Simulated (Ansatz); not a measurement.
K2H3⁺: single points at one geometry.

```yaml
crystal:
  periodic: [false, false, false]
  atoms:
    - {symbol: K, position_ang: [-1.992034, 0.533509, -2.425580]}
    - {symbol: K, position_ang: [1.508724, 0.737840, -0.759230]}
    - {symbol: H, position_ang: [-0.785717, -0.057107, -0.391246]}
    - {symbol: H, position_ang: [0.349516, -0.578974, 1.540824]}
    - {symbol: H, position_ang: [0.919511, -0.635268, 2.035241]}
basis:
  gaussian: {orbitals: def2-TZVPP, initial_orbitals: start.molden}
total_charge: 1
correlation: {method: ccsd_t}
scf: {omitted_lower_state_checks: [starts]}
output: {orbitals: {seedname: orbitals}}
```

The file start.molden holds the orbitals of an earlier run on this structure, at another level or in another basis.

```sh
$ ansatz run in.yaml --threads 4 --pin off --events-out ev --progress --plain --max-ram 3916MiB
```

Output, abridged:

```
Functional definition: HF
859 factors; integrals over basis functions are off by at most 1.3e-3 eV
mean field evaluation 1: about -32649.9788 eV, gradient 1.6e1 eV
mean field evaluation 2: about -32650.1671 eV, gradient 2.9e-1 eV
mean field evaluation 4: about -32650.1817 eV, gradient 4.3e-3 eV
mean field evaluation 8: about -32650.1817 eV, gradient 2.8e-6 eV
mean field -32650.18174942 eV, -1199.8720482030 hartree, gradient 2.7e-6 eV, S^2 0.000000; 0 other end points of the search recorded, 0 dependent functions left out
10 core orbitals not correlated: weight in the atoms' cores, before any rotation towards them, 1.000 or more for the frozen orbitals, at most 0.000 for the correlated occupied ones
reference -32650.18174942 eV, -1199.8720482030 hartree; 10, 10 occupied and 88, 88 virtual orbitals, 859 factors
second order -10.04564995 eV of doubles, -0.00000000 eV of singles
cycle   1  -10.85352912 eV  change   -8.1e-1 eV  update   5.2e-2
cycle   2  -11.06663051 eV  change   -2.1e-1 eV  update   1.9e-2
cycle   3  -11.07784998 eV  change   -1.1e-2 eV  update   7.5e-3
cycle   4  -11.07553008 eV  change    2.3e-3 eV  update   4.1e-3
cycle   5  -11.07430982 eV  change    1.2e-3 eV  update   1.6e-3
cycle   6  -11.07444578 eV  change   -1.4e-4 eV  update   4.7e-4
cycle   7  -11.07450504 eV  change   -5.9e-5 eV  update   1.4e-4
cycle   8  -11.07450142 eV  change    3.6e-6 eV  update   4.7e-5
cycle   9  -11.07449734 eV  change    4.1e-6 eV  update   1.7e-5
perturbative correction -0.12071940 eV, -0.0044363560 hartree
Total energy: -32661.37696615 eV, -1200.2834648297 hartree
Checks for a lower state left out: starts
```

It took 11 s on 4 threads of Intel Xeon on a shared host.

Geometry: PBE0-D4/def2-TZVP, that of the neutral doublet.

Correlated methods freeze 10 core orbitals; core or outer-core shells of K are correlated, in sets that lack core-valence functions. The structure comes from a short search, and lower isomers may exist.
